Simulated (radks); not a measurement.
Results of a calculation; reference values are marked as such.
Numerical settings for neutral phosphorus, [Ne] 3s2 3p3. Level of theory: Dirac Kohn-Sham, PBE, spin-unpolarised, spherical densities, point nucleus; open shells fill j = l - 1/2 first (a radial shooting solver on a logarithmic mesh with Libxc functionals). The defaults (mesh step 0.008 in ln r, mesh end at 40 bohr or more with all orbitals vanishing there, Anderson mixing 0.5 over 9 steps, residual threshold near 1e-9 with the energy settled to 1e-9 hartree or 1e-11 of itself, here a cap of 83 iterations) give E = -341.9047 hartree and 3p3/2 at -5.477 eV in 13 iterations. Run on one thread of a shared host, so times are rough (Arm Neoverse N1): 0.1 s of CPU time, 0.1 s wall, 13 iterations on 2597 mesh points. Changes against that run (0 stands for a change within the tolerance of the run):

setting                    iterations  converged  E (mhartree)  e(3p3/2) (meV)  CPU (s)
mesh step in ln r 0.12              4         no      diverged               -     0.01
mesh step in ln r 0.08             13        yes      +0.00182         -0.0187     0.02
mesh step in ln r 0.012            13        yes             0               0     0.07
mesh end (bohr) 20                 13        yes             0               0     0.09
mesh end (bohr) 400                13        yes             0               0      0.1
residual threshold 0.1              9        yes             0         +0.0361     0.08
residual threshold 1e-16           83         no             0               0     0.33
mixing 2.5                         14        yes             0               0      0.1
linear mixing, mixing 0.2          83         no             0               0     0.39
linear mixing, mixing 0.5          30        yes             0               0     0.17
mixing history 20                  18        yes             0               0     0.12
iteration cap 3                     3         no        +0.455           +55.6     0.03

No run marked as converged misses the energy by more than 1 mhartree. A mesh that ends early acts as a hard wall.
